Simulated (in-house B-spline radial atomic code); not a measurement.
Results of a calculation; reference values are marked as such.
Correlation energy from the adiabatic connection: ω²r²/2 − Z/r, ω = 2.01, Z = 0.5

Two electrons in a singlet, external potential ω²r²/2 − Z/r, ω = 2.01, Z = 0.5 (atomic units). Full CI in B-splines (partial waves to l = 8, correlation up to 0.6 % small) with the density held fixed gives W(λ) = <V_ee>_λ − U, and E_c is the integral of W(λ) − W(0) from 0 to 1.

```tsv
λ	W(λ) − W(0) (hartree)
0	0.00000
0.02	-0.00193
0.05	-0.00479
0.12	-0.01134
0.25	-0.02302
0.4	-0.03578
0.6	-0.05168
0.8	-0.06641
1	-0.08009
```

Question: Integrate the table by the trapezoid rule.

Answer: The strips give -0.00002, -0.00010, -0.00056, -0.00223, -0.00441, -0.00875, -0.01181, -0.01465, which sum to -0.04253 hartree. The direct value, W(1) − W(0) + T_c with T_c = 0.03749, is -0.04261; the curve is convex, so chords lie above it and the trapezoids fall short in size by 0.17 %.

Question: Now use only three numbers: W(0) = -1.162, the initial slope W'(0) = -0.09681 (extrapolated from the first points) and the strong-coupling limit of the point-charge-plus-continuum model, W∞ = -1.5954. What do second-order theory and the interpolation W(λ) = W∞ + (W(0) − W∞)/√(1 + 2χλ) of Seidl, Perdew and Levy give?

Answer: Second order keeps the slope alone: E_c = W'(0)/2 = -0.04840, +14 % in size against -0.04261. Matching the slope fixes χ = W'(0)/(W∞ − W(0)) = -0.09681/(-0.43340) = 0.22337. Integrating, with s = √(1 + 2χ) = 1.202808, E_c = −(W(0) − W∞)(s − 1)/(s + 1) = −0.43340 × 0.202808/2.202808 = -0.03990 hartree, -6.3 % in size against the full result. At λ = 1 the formula gives W − W(0) = -0.07308 against -0.08009. Part of the miss can come from the model's W∞.
